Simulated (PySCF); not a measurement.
# How methods differ on the excitation energy of As²⁺

As²⁺ [Ar] 3d10 4s2 4p1 (2P) → As²⁺ [Ar] 3d10 4s1 4p2 (4P), as a difference of total energies. All numbers are calculated (PySCF 2.14, the spin-free X2C one-electron Hamiltonian (Gaussian nucleus), in x2c-QZVPPall with one added diffuse shell each of s, p, d, f type (12s9p6d5f1g, 113 functions)). Correlated levels: valence: [Ar] 3d10 frozen; valence and next inner shell: [Ne] frozen. The calculations carry no spin-orbit coupling.

| method | excitation energy (eV) |
| --- | --- |
| UHF | 6.488 |
| LDA | 8.896 |
| PBE | 8.655 |
| PBE0 | 8.234 |
| r2SCAN | 7.913 |
| r2SCANh | 7.847 |
| CAM-B3LYP | 8.726 |
| PW91 | 8.649 |
| MP2 (valence) | 7.399 |
| SCS-MP2 (valence) | 7.738 |
| MP2 (valence and next inner shell) | 7.967 |
| SCS-MP2 (valence and next inner shell) | 8.202 |

Question: How much does correlation contribute at MP2 (valence and next inner shell)?

Answer: 7.967 − (6.488) = 1.479 eV, measured against UHF.

A first-order spin-orbit estimate (lowest level to lowest level, LS coupling) adds 0.025 eV.
